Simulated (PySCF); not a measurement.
Species: C₄H₉B.
Atom-mapped SMILES: `[BH2:1][CH:2]1[CH2:3][CH2:4][CH2:5]1` (hydrogens: H6, H7 on B1; H8 on C2; H9, H10 on C3; H11, H12 on C4; H13, H14 on C5)

Method: PySCF 2.14.0, PBE0-D3(BJ)/def2-SVP geometry optimisation, gas phase; density fitting, grid level 1; the optimiser is geomeTRIC in internal coordinates, started from a GFN2-xTB structure with every atom displaced at random (about 0.01 Å).

Step 5: E = -4960.1044 eV
```
atom  x, y, z in Å  |  force x, y, z in eV/Å
B1      1.7422   -1.0336   -0.1955    0.012   0.061   0.001
C2      0.3973   -0.3140   -0.4642   -0.019  -0.070   0.037
C3      0.1403    1.1761   -0.1215    0.042   0.032  -0.004
C4     -1.2573    0.7988    0.4083   -0.045  -0.017   0.031
C5     -0.9118   -0.6997    0.2805    0.031   0.021  -0.035
H6      2.7940   -0.4338   -0.2627    0.003  -0.007  -0.006
H7      1.7643   -2.2228    0.0340    0.002  -0.031   0.001
H8      0.2863   -0.4919   -1.5586   -0.031   0.020  -0.009
H9      0.8150    1.5615    0.6587   -0.003  -0.014   0.009
H10     0.1683    1.8843   -0.9627   -0.001   0.004  -0.009
H11    -2.0724    1.1086   -0.2631    0.015  -0.001  -0.026
H12    -1.5047    1.1524    1.4204    0.001   0.007  -0.002
H13    -0.7270   -1.1901    1.2486   -0.002   0.004   0.004
H14    -1.6273   -1.3202   -0.2790   -0.007  -0.008   0.009
```

Step 6: E = -4960.1071 eV
```
atom  x, y, z in Å  |  force x, y, z in eV/Å
B1      1.7411   -1.0404   -0.2215    0.011   0.069   0.005
C2      0.3974   -0.3069   -0.4576   -0.006  -0.182   0.024
C3      0.1432    1.1774   -0.0940    0.085   0.095  -0.051
C4     -1.2686    0.7982    0.3885   -0.091  -0.024   0.047
C5     -0.9034   -0.6979    0.2970    0.038   0.065  -0.039
H6      2.7961   -0.4556   -0.3466    0.008  -0.018   0.006
H7      1.7528   -2.2253    0.0366    0.018   0.002  -0.015
H8      0.2757   -0.4718   -1.5543   -0.060   0.046   0.013
H9      0.7991    1.5335    0.7158   -0.015  -0.017   0.021
H10     0.2059    1.9095   -0.9141   -0.003  -0.025   0.007
H11    -2.0527    1.0835   -0.3291    0.016  -0.002  -0.035
H12    -1.5709    1.1716    1.3785    0.012   0.003   0.004
H13    -0.6964   -1.1504    1.2793   -0.016  -0.005   0.001
H14    -1.6122   -1.3499   -0.2349    0.003  -0.007   0.010
```

Step 7: E = -4960.1099 eV
```
atom  x, y, z in Å  |  force x, y, z in eV/Å
B1      1.7410   -1.0478   -0.2592    0.000   0.052   0.012
C2      0.3955   -0.3028   -0.4454    0.029  -0.245   0.004
C3      0.1493    1.1756   -0.0544    0.092   0.132  -0.093
C4     -1.2831    0.7977    0.3596   -0.099  -0.020   0.048
C5     -0.8946   -0.6939    0.3226    0.020   0.094  -0.032
H6      2.7915   -0.4775   -0.4633    0.015  -0.024   0.020
H7      1.7534   -2.2265    0.0325    0.030   0.038  -0.031
H8      0.2513   -0.4432   -1.5440   -0.079   0.061   0.035
H9      0.7747    1.4886    0.7965   -0.026  -0.020   0.031
H10     0.2617    1.9364   -0.8435   -0.004  -0.047   0.018
H11    -2.0150    1.0486   -0.4234    0.009  -0.004  -0.033
H12    -1.6603    1.1995    1.3123    0.022  -0.002   0.014
H13    -0.6644   -1.0926    1.3231   -0.025  -0.011   0.001
H14    -1.5939   -1.3864   -0.1700    0.015  -0.003   0.005
```

Problem. Estimate the geometry and energy of step 8. (The exact step hangs on the optimiser's Hessian estimate; all steps are aligned on step 7, rigid shifts and turns removed.)

Solution. E = -4960.1126 eV, largest force 0.175 eV/Å
```
atom  x, y, z in Å  |  force x, y, z in eV/Å
B1      1.7433   -1.0488   -0.2726   -0.013   0.019   0.008
C2      0.3931   -0.3069   -0.4390    0.039  -0.169  -0.019
C3      0.1533    1.1720   -0.0411    0.058   0.095  -0.073
C4     -1.2877    0.7983    0.3494   -0.055  -0.003   0.015
C5     -0.8946   -0.6916    0.3327   -0.001   0.054  -0.003
H6      2.7880   -0.4764   -0.4988    0.013  -0.016   0.021
H7      1.7677   -2.2265    0.0233    0.024   0.045  -0.026
H8      0.2327   -0.4325   -1.5369   -0.057   0.043   0.034
H9      0.7658    1.4687    0.8249   -0.021  -0.010   0.023
H10     0.2845    1.9388   -0.8212    0.002  -0.039   0.021
H11    -1.9974    1.0375   -0.4577   -0.003  -0.002  -0.013
H12    -1.6878    1.2116    1.2878    0.017  -0.004   0.010
H13    -0.6623   -1.0727    1.3398   -0.018  -0.009   0.000
H14    -1.5913   -1.3957   -0.1472    0.016  -0.002   0.003
```

The energy changes by -0.0027 eV. The first-order estimate −F·Δx gives -0.0036 eV and the mean of the old and new forces, exact on a quadratic surface, -0.0028 eV. The step makes an angle of 84° with the force vector and moves no atom by more than 0.040 Å.

The cost below is that of the whole optimisation. On an Arm Neoverse V1 with one thread, shared host with 32 logical CPUs at a one-minute load of 20, this took 50 s wall and 0.49 GiB of memory at its peak.
